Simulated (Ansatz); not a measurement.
C2H7FGaN, SMILES `C[NH][GaH][CH2]F`, relaxed with RKS PBE0-D4/def2-TZVP in Ansatz from a PBE-D4/def2-SVP geometry. The force threshold is 0.005 eV/Å; the program also tests the step.

Total charge 0; spin multiplicity 1.

Start:

```xyz
12

C    -1.065    0.452    1.426
N    -1.315   -0.152    0.128
Ga   -0.118   -0.539   -1.199
C     1.810   -0.100   -0.889
F     2.058    0.412    0.389
H     0.014    0.670    1.534
H    -1.616    1.412    1.564
H    -1.358   -0.215    2.271
H    -2.301   -0.378   -0.031
H    -0.704   -1.192   -2.507
H     2.157    0.642   -1.647
H     2.436   -1.012   -1.038
```

| step | energy (eV) | largest force (eV/Å) | largest move (Å) |
| --- | --- | --- | --- |
| 1 | -58761.6821 | 0.574 | 0.000 |
| 2 | -58761.7250 | 0.176 | 0.044 |
| 3 | -58761.7291 | 0.030 | 0.016 |
| 4 | -58761.7293 | 0.015 | 0.007 |
| 5 | -58761.7293 | 0.011 | 0.012 |
| 6 | -58761.7293 | 0.011 | 0.010 |
| 7 | -58761.7294 | 0.008 | 0.015 |
| 8 | -58761.7294 | 0.005 | 0.012 |

End:

```xyz
12

C    -1.080    0.444    1.440
N    -1.305   -0.143    0.137
Ga   -0.116   -0.518   -1.176
C     1.814   -0.108   -0.915
F     2.090    0.460    0.329
H    -0.021    0.663    1.573
H    -1.630    1.385    1.567
H    -1.383   -0.228    2.252
H    -2.274   -0.364   -0.032
H    -0.684   -1.160   -2.484
H     2.170    0.587   -1.684
H     2.419   -1.017   -1.007
```

It took 53 s on 4 threads of a server CPU on a shared host, with 0.66 GiB of host memory at the peak.
